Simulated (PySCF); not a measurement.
Pb(SH)2 (H2PbS2), SMILES [SH][Pb][SH] (connectivity only; charge and spin as stated), neutral, multiplicity 1.

Coordinates come from a PBE-D3(BJ)/def2-SVP optimisation. The def2 effective core potentials stand for the cores of Pb; spin–orbit coupling is left out. Other conformers were not sampled.

All values below come from PySCF 2.14.0 with TDDFT-CAM-B3LYP/def2-SVPD.

Vertical excitations. Isolated molecule, no solvent. State labels are in the subgroup Cs.

Computed excitation energies, oscillator strengths and character:
```
state  symmetry  energy (eV)  λ (nm)      f                                                  main pairs
-----  --------  -----------  ------  -----  ----------------------------------------------------------
S1           A"         3.54     351  0.010                                            HOMO−1→LUMO 99 %
S2           A'         3.71     334  0.031                                              HOMO→LUMO 94 %
S3           A"         4.26     291  0.000                                            HOMO−3→LUMO 98 %
S4           A'         4.30     289  0.007                                            HOMO−2→LUMO 89 %
S5           A"         4.94     251  0.008                                            HOMO→LUMO+1 89 %
S6           A"         5.08     244  0.012                                            HOMO→LUMO+2 85 %
S7           A"         5.52     225  0.000                                          HOMO−2→LUMO+1 82 %
S8           A'         5.56     223  0.144  HOMO−1→LUMO+1 65 %, HOMO−3→LUMO+1 17 %, HOMO−1→LUMO+2 12 %
S9           A"         5.70     217  0.005                        HOMO−2→LUMO+2 61 %, HOMO→LUMO+3 17 %
S10          A'         5.73     216  0.143                      HOMO−1→LUMO+2 67 %, HOMO−3→LUMO+2 15 %
T1           A"         2.96     419      0                                            HOMO−1→LUMO 98 %
T2           A'         3.11     398      0                                              HOMO→LUMO 98 %
T3           A'         3.60     344      0                                            HOMO−2→LUMO 98 %
T4           A"         4.01     310      0                                            HOMO−3→LUMO 96 %
```
Triplets are in the Tamm–Dancoff approximation, which puts them higher than full response would, so one can lie above its singlet here.
